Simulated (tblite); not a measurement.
A tight-binding relaxation on `C#Cc1cccc(F)c1`.

Computed with GFN2-xTB geometry optimisation, gas phase (tblite 0.8.0). Start geometry: from a force field or distance geometry. A driver script takes a list of jobs; this job's settings line and coordinates (Å) are shown.

Input:
```
{"job": {"kind": "relax", "xc": "GFN2-xTB", "basis": "xTB"}, "charge": 0, "multiplicity": 1}
C      3.327700     0.223400    -0.429000
C      2.101500     0.131800    -0.274500
C      0.691500     0.008200    -0.077100
C      0.132500    -1.214200     0.194600
C     -1.252900    -1.280400     0.380000
C     -2.036500    -0.146800     0.257100
C     -1.427400     1.069400    -0.030100
F     -2.159100     2.225900    -0.143800
C     -0.055700     1.162600    -0.200200
H      4.360800     0.315500    -0.575000
H      0.739500    -2.129200     0.293400
H     -1.765500    -2.212100     0.599200
H     -3.104300    -0.249700     0.411200
H      0.447300     2.095200    -0.428200
```

Output:
```
step      E/eV     max force
  0    -661.82741    3.952
  1    -661.58645   10.885
  2    -661.94954    1.267
  3    -661.96637    0.414
  4    -661.97562    0.304
  5    -661.98580    0.444
  6    -661.99011    0.227
  7    -661.99339    0.118
  8    -661.99541    0.188
  9    -661.99681    0.161
... (9 lines left out)
 19    -661.99821    0.034
 20    -661.99838    0.038
 21    -661.99856    0.036
 22    -661.99877    0.043
 23    -661.99895    0.040
 24    -661.99907    0.025
 25    -661.99912    0.016
 26    -661.99915    0.013
 27    -661.99917    0.012
 28    -661.99918    0.010
```

«max force» is the largest atomic force in eV/Å.

**Question.** From which step on does the largest force stay under 0.1 eV/Å, and how much energy is left to gain from there?

**Answer.** From step 10 (0.066 eV/Å), 1.8 meV above the end.

Main results: energy lowered by 4.0 kcal/mol over 28 steps; largest atomic force 0.010 eV/Å at the end.

**Question.** Give the final coordinates.

**Answer.** 0.047 Å rms from the input after alignment:
```
atom  x, y, z in Å
C1     3.3138    0.1862   -0.4250
C2     2.1251    0.1160   -0.2733
C3     0.7232    0.0303   -0.0926
C4     0.1256   -1.1968    0.1975
C5    -1.2427   -1.2787    0.3733
C6    -2.0352   -0.1479    0.2638
C7    -1.4263    1.0613   -0.0230
F8    -2.1921    2.1681   -0.1301
C9    -0.0631    1.1762   -0.2042
H10    4.3527    0.2511   -0.5576
H11    0.7426   -2.0785    0.2826
H12   -1.7001   -2.2303    0.5976
H13   -3.1042   -0.1916    0.3959
H14    0.3801    2.1341   -0.4271
```

Time: 0.15 s wall. Hardware: Arm Neoverse V1, one thread, shared host.
Labels such as C1 count atoms from 1, the log's own numbers from 0.
